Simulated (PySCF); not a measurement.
PySCF input file for VF4, SMILES [F][V]([F])([F])[F] (connectivity only; charge and spin as stated), neutral, multiplicity 2, PBE-D3(BJ)/def2-SVP. Coordinates come from a PBE-D3(BJ)/def2-SVP optimisation. The multiplicity is an assumed one; other spin states were not compared. The isomer is the one that the SMILES or the coordinates give; other isomers of the formula were not compared.

```python
import numpy as np
from pyscf import gto, scf, dft, df
from pyscf.hessian import thermo

mol = gto.M(
    atom='''
    V     0.00000000    0.00000000   -0.00000000
    F     1.04293733    1.04293732    0.88979339
    F    -1.04293733   -1.04293734    0.88979338
    F     1.04293733   -1.04293732   -0.88979339
    F    -1.04293733    1.04293734   -0.88979338
    ''',
    basis='def2-SVP',
    charge=0,
    spin=1,
    max_memory=1600,
    verbose=3,
)
mf = dft.UKS(mol, xc='pbe').density_fit(auxbasis='def2-universal-jkfit')
mf.disp = 'd3bj'
mf.grids.level = 3
mf.conv_tol = 1e-11
mf.max_cycle = 100
mf.kernel()
fine, coarse = mf.grids, dft.Grids(mol).set(level=1).build(with_non0tab=True)
for _ in range(3):  # follow internal instabilities
    mf.grids = coarse
    mo, _, stable, _ = mf.stability(return_status=True, nroots=4)
    mf.grids = fine
    if stable:
        break
    mf.kernel(mf.make_rdm1(mo, mf.mo_occ))

# [left out here: the lines that compute and print the analytic Hessian (its translational invariance restored by hand, since the grid's response is missing), thermochemistry and intensities]
```

Program output:

```

WARN: HOMO -0.278675637699344 >= LUMO -0.278675637699342

converged SCF energy = -1342.57628635867  <S^2> = 0.7533657  2S+1 = 2.0033629
<class 'pyscf.df.df_jk.DFUKS'> wavefunction is stable in the internal stability analysis

WARN: DFTD3 does not support analytical Hessian, using finite difference


WARN: Mole.unit (angstrom) is changed to Bohr

Mode                                 0                   1                   2
Irrep
Freq [cm^-1]                      127.6762            170.1568            171.6591
Reduced mass [au]                  18.9984             23.6836             18.9984
Force const [Dyne/A]                0.1825              0.4040              0.3298
Char temp [K]                     183.6977            244.8177            246.9792
Normal mode                   x     y     z       x     y     z       x     y     z
       0   V                -0.00 -0.00 -0.00    0.00  0.00 -0.08   -0.00 -0.00 -0.00
       1   F                 0.08 -0.08  0.00   -0.06 -0.06  0.05    0.04  0.04 -0.10
       2   F                -0.08  0.08  0.00    0.06  0.06  0.05   -0.04 -0.04 -0.10
       3   F                 0.08  0.08 -0.00    0.06 -0.06  0.05    0.04 -0.04  0.10
       4   F                -0.08 -0.08 -0.00   -0.06  0.06  0.05   -0.04  0.04  0.10
Mode                                 3                   4                   5
Irrep
Freq [cm^-1]                      213.6911            213.6914            706.6937
Reduced mass [au]                  22.0474             22.0474             18.9984
Force const [Dyne/A]                0.5932              0.5932              5.5902
Char temp [K]                     307.4540            307.4543           1016.7750
Normal mode                   x     y     z       x     y     z       x     y     z
       0   V                 0.05 -0.05 -0.00   -0.05 -0.05 -0.00    0.00  0.00  0.00
       1   F                -0.08  0.08  0.00   -0.02 -0.02 -0.08    0.07  0.07  0.06
       2   F                -0.08  0.08 -0.00   -0.02 -0.02  0.08   -0.07 -0.07  0.06
       3   F                 0.02 -0.02 -0.08    0.08  0.08 -0.00    0.07 -0.07 -0.06
       4   F                 0.02 -0.02  0.08    0.08  0.08  0.00   -0.07  0.07 -0.06
Mode                                 6                   7                   8
Irrep
Freq [cm^-1]                      741.8940            810.4434            810.4435
Reduced mass [au]                  23.1006             24.9032             24.9032
Force const [Dyne/A]                7.4913              9.6372              9.6372
Char temp [K]                    1067.4202           1166.0476           1166.0477
Normal mode                   x     y     z       x     y     z       x     y     z
       0   V                -0.00  0.00 -0.07   -0.06  0.06  0.00    0.06  0.06  0.00
       1   F                 0.06  0.06  0.05    0.00 -0.00 -0.00   -0.08 -0.08 -0.06
       2   F                -0.06 -0.06  0.05    0.00 -0.00  0.00   -0.08 -0.08  0.06
       3   F                -0.06  0.06  0.05    0.08 -0.08 -0.06   -0.00 -0.00  0.00
       4   F                 0.06 -0.06  0.05    0.08 -0.08  0.06   -0.00 -0.00 -0.00
temperature 298.1500 [K]
pressure 101325.00 [Pa]
Rotational constants [GHz] 3.53842 3.53842 3.05699
Symmetry number 4
Zero-point energy (ZPE) 0.00904 [Eh]   23724.036 [J/mol]
                           tot       elec      trans        rot        vib
Entropy [J/mol/K]       328.007      5.763    169.155     99.484     53.605
Cv [J/mol/K]             75.810      0.000     12.472     12.472     50.866
Cp [J/mol/K]             84.124      0.000     20.786     12.472     50.866
Internal energy [J/mol]                      3718.434   3718.434  32481.298
Internal energy [Eh]   -1342.56108  -1342.57629
Enthalpy [J/mol]                             6197.391   3718.434  32481.298
Enthalpy [Eh]          -1342.56014
Gibbs free energy [J/mol]                  -44236.067 -25942.619  16498.951
Gibbs free energy [Eh] -1342.59739
mode   freq/cm-1   IR/(km/mol)
   1      127.68         0.000
   2      170.16        29.880
   3      171.66         0.000
   4      213.69        13.581
   5      213.69        13.581
   6      706.69         0.000
   7      741.89       147.621
   8      810.44       163.825
   9      810.44       163.825
max |gradient| / (hartree/bohr): 0.0003251508969583852
APT charges: [ 2.1897 -0.5475 -0.5475 -0.5475 -0.5475]
```

The run converged.
